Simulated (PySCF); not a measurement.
Computed with TPSSh-D3(BJ)/def2-TZVP // PBE-D3(BJ)/def2-SVP run with PySCF 2.14.0. All species are isolated molecules in the gas phase. 

Reference species: [Ti(F)4] (neutral, multiplicity 1).

| Property | Result |
|---|---|
| HOMO | -11.38 eV |
| coordination number | 4 |
| mean distance from the central atom to its bonded neighbours | 1.744 Å |
| LUMO | -3.72 eV |

Changed species: [Mo(=O)2(F)2] (M = Mo, dioxo; the reference has M = Ti).

**Question.** What does the change do to the HOMO, coordination number, mean distance from the central atom to its bonded neighbours and LUMO?

**Answer.** the HOMO rises by 2.22 eV, to -9.16 eV; the coordination number stays essentially unchanged; the mean distance from the central atom to its bonded neighbours rises by 0.025 Å, to 1.769 Å; the LUMO drops by 0.18 eV, to -3.90 eV.
